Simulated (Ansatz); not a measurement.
Species: MnBr (charge 0, septet). The spin state was set by rule; other spins were not relaxed. 
Geometry from a B3LYP-D3(BJ)/def2-TZVP (Ansatz, a quantum-chemistry and plane-wave program) optimisation:
SMILES: [Mn][Br]
```xyz
2

Mn     0.0000     0.0000    -1.4063
Br     0.0000     0.0000     1.0045
```
Charge 0, spin multiplicity 7.

Quantity: vertical ionisation energy (to the sextet state of charge +1; each state is the SCF solution reached for its spin), in eV. Valence correlation only, unless marked. Open shells are spin-unrestricted. No spin-orbit coupling. The frozen core is the preceding noble-gas configuration, with the filled d and f shells of earlier blocks. Non-relativistic. Basis-set limits of correlation are two-point, X^-3; Hartree-Fock from the larger set.

```tsv
level	program	vertical ionisation energy (eV)
r2SCAN/def2-TZVPD	Ansatz	7.93
PBE0/def2-TZVPD	Ansatz	7.86
wB97X-V/def2-TZVPD	Ansatz	7.75
CCSD/def2-SVPD	Ansatz	7.69
CCSD/def2-TZVPPD	Ansatz	7.79
CCSD/def2-QZVPPD	Ansatz	7.82
CCSD(T)/def2-SVPD	Ansatz	7.67
CCSD(T)/def2-TZVPPD	Ansatz	7.77
CCSD(T)/def2-QZVPPD	Ansatz	7.81
CCSD(T)/CBS(def2-TZVPPD,def2-QZVPPD)	Ansatz	7.85
```
